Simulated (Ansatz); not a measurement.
## Worked example: C3H5F + SiH(SiH3)2F → C3H8Si + SiH(SiH3)F2

Species: C3H5F (allyl fluoride) `C=CCF`, singlet; SiH(SiH3)2F, singlet; C3H8Si (prop-2-enylsilane) `C=CC[SiH3]`, singlet; SiH(SiH3)F2, singlet. The partners trade F for SiH3: C–F and Si–SiH3 bonds give way to C–SiH3 and Si–F.

Shapes, held fixed at every level: PBE0-D4/def2-TZVP. Flexible molecules stand in one conformer, not always the lowest. Programs: Ansatz 0.2.0. Electronic energies: no zero-point or thermal term.

At CCSD(T)/CBS estimate; 1 Eh = 2625.50 kJ/mol:

| species | energy (Eh) |
| --- | --- |
| C3H5F | -216.924395 |
| SiH(SiH3)2F | -971.280160 |
| C3H8Si | -408.021787 |
| SiH(SiH3)F2 | -780.269197 |

Question: Work out ΔE of the reaction at this level.

Answer: 
1. Products less reactants: (-408.021787) + (-780.269197) − [(-216.924395) + (-971.280160)] = -0.086429 Eh = -226.9 kJ/mol.

Other levels give -240.6 (MP2/def2-TZVPP) to -196.5 kJ/mol (PBE-D4/def2-TZVPP). No measured value is set beside it here. The CBS estimate extrapolates MP2 from def2-TZVPP and def2-QZVPP and adds CCSD(T) − MP2 in the triple-zeta set, cores frozen.
